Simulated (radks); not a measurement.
Excited configurations of F+: one electron is placed in a higher orbital outside [He] 2s2 2p3. The ground configuration is [He] 2s2 2p4. Method: scalar-relativistic Kohn-Sham, BLYP, spin-unpolarised, spherical densities, point nucleus; computed with a radial shooting solver on a logarithmic mesh with Libxc functionals. Excitation = E - E(ground); binding = E(ion) - E, where the ion is the core of charge +2; n* = 2/sqrt(2 binding) in atomic units, and the quantum defect is n - n*.

| outer orbital | excitation (eV) | binding (eV) | n* | quantum defect | eigenvalue (eV) | <r> (bohr) |
|---|---|---|---|---|---|---|
| 3p | 28.608 | 9.801 | 2.356 | 0.644 | -7.106 | 3.783 |
| 3d | 32.102 | 6.308 | 2.937 | 0.063 | -4.244 | 4.861 |
| 4s | 32.298 | 6.111 | 2.984 | 1.016 | -4.720 | 6.858 |
| 4f | 35.026 | 3.383 | 4.011 | -0.011 | -2.353 | 8.946 |
| 5s | 34.813 | 3.597 | 3.890 | 1.110 | -2.822 | 11.71 |
| 5d | 35.840 | 2.569 | 4.603 | 0.397 | -1.960 | 15.04 |

The Delta-SCF ionisation energy is 38.409 eV (NIST Atomic Spectra Database: 34.971 eV, measured). Self-interaction in the functional shifts the binding energies and quantum defects, so they are the method's values and not measured ones. Spin polarisation and multiplet splitting are left out, so open shells lie too high by an amount that depends on their filling.

Beside tabulated values, note that spin-unpolarised runs miss the spin-polarisation part of the exchange energy of open shells.
